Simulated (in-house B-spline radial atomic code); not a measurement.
RPA and G0W0 for Ba⁸⁺, [Kr] 4d10 5s2, as one setting changes: the highest l of the empty states. Start: Hartree-Fock. A dash marks a level of low quasi-particle weight. Computed with a B-spline radial code for spherical atoms: all electrons, scalar-relativistic (spin-free one-electron X2C), finite nucleus, each spin shell either full or empty, empty states to the listed l with an (l + 1/2)⁻⁴ tail; G0W0 by contour deformation at full frequency.

```tsv
highest l of the empty states	RPA summed (Eh)	RPA extrapolated (Eh)	G0W0 level (eV)
4	-3.0946	-3.6803	5s -131.30
5	?	?	?
6	-3.5023	-3.7351	5s -131.30
7	-3.5756	-3.7254	5s -131.29
8	-3.6158	-3.7112	5s -131.28
9	?	?	?
10	-3.6546	-3.7001	5s -131.28
11	-3.6645	-3.6977	5s -131.28
```

Question: What belongs in the row for 5?

Answer: RPA summed (Eh): -3.3668; RPA extrapolated (Eh): -3.7459; G0W0 level (eV): 5s -131.31.

Question: What belongs in the row for 9?

Answer: RPA summed (Eh): -3.6396; RPA extrapolated (Eh): -3.7041; G0W0 level (eV): 5s -131.28.
